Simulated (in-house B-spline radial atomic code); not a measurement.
Ionisation energies along the 39-electron series, configuration [Kr] 4d3, as differences of self-consistent energies. Dirac energy differences include first-order Breit, QED and recoil terms. NIST's values go from ground level to ground level; the uncertainty of those that are theory runs from under 0.1 % in few-electron ions to several per cent in heavy many-electron ones. Computed with a radial B-spline atomic code at the basis-set limit: Dirac-Hartree-Fock, average of the configuration, finite nuclei.

```csv
ion,configuration after,ionisation energy (eV),IE/(q+1)² (eV),Breit and QED recoil part (eV),tabulated value (eV),tabulated kind,computed minus tabulated (eV)
Nb2+,[Kr] 4d2,23.4,2.6016,0.011135,25.04,semi-empirical,-1.6
Mo3+,[Kr] 4d2,38.2,2.3889,0.012989,40.33,semi-empirical,-2.1
Tc4+,[Kr] 4d2,55.3,2.2119,0.01357,57,tabulated theory,-1.7
Ru5+,[Kr] 4d2,74.5,2.069,0.013044,76,tabulated theory,-1.5
Rh6+,[Kr] 4d2,95.7,1.9528,0.011468,97,tabulated theory,-1.3
Pd7+,[Kr] 4d2,118.8,1.8569,0.0088542,120,tabulated theory,-1.2
Ag8+,[Kr] 4d2,143.9,1.7766,0.005183,145.1,tabulated theory,-1.2
Cd9+,[Kr] 4d2,?,?,?,?,tabulated theory,?
In10+,[Kr] 4d2,199.6,1.6499,-0.0054535,201,tabulated theory,-1.4
Sn11+,[Kr] 4d2,230.3,1.599,-0.012503,232,tabulated theory,-1.7
Sb12+,[Kr] 4d2,262.7,1.5544,-0.020778,265,tabulated theory,-2.3
Te13+,[Kr] 4d2,296.9,1.515,-0.030308,299,tabulated theory,-2.1
I14+,[Kr] 4d2,333.0,1.4799,-0.041182,335,tabulated theory,-2.0
Xe15+,[Kr] 4d2,370.8,1.4485,-0.053417,374,tabulated theory,-3.2
Cs16+,[Kr] 4d2,?,?,?,?,tabulated theory,?
Ba17+,[Kr] 4d2,451.8,1.3944,-0.082244,455,tabulated theory,-3.2
La18+,[Kr] 4d2,494.9,1.371,-0.098948,498,tabulated theory,-3.1
Ce19+,[Kr] 4d2,539.9,1.3496,-0.11725,543,tabulated theory,-3.1
Pr20+,[Kr] 4d2,586.5,1.33,-0.13721,590,tabulated theory,-3.5
Nd21+,[Kr] 4d2,635.0,1.3119,-0.15889,638,tabulated theory,-3.0
Pm22+,[Kr] 4d2,685.1,1.2952,-0.18233,689,tabulated theory,-3.9
Sm23+,[Kr] 4d2,737.1,1.2797,-0.20758,742,tabulated theory,-4.9
Eu24+,[Kr] 4d2,?,?,?,?,tabulated theory,?
Gd25+,[Kr] 4d2,846.2,1.2518,-0.26386,851,tabulated theory,-4.8
```

Q: Fill in the row of Cd9+.

A: ionisation energy (eV): 170.8; IE/(q+1)² (eV): 1.7084; Breit and QED recoil part (eV): 0.00043042; tabulated value (eV): 173; computed minus tabulated (eV): -2.2.

Q: Fill in the row of Cs16+.

A: ionisation energy (eV): 410.4; IE/(q+1)² (eV): 1.4201; Breit and QED recoil part (eV): -0.067093; tabulated value (eV): 413; computed minus tabulated (eV): -2.6.

Q: Fill in the row of Eu24+.

A: ionisation energy (eV): 790.8; IE/(q+1)² (eV): 1.2653; Breit and QED recoil part (eV): -0.23475; tabulated value (eV): 795; computed minus tabulated (eV): -4.2.

Where a p, d or f electron is removed, the computed value is a mean over both j, so it misses the tabulated one by a part of the spin-orbit splitting; averaging over terms and missing correlation add to the gap, relatively most at low charge.
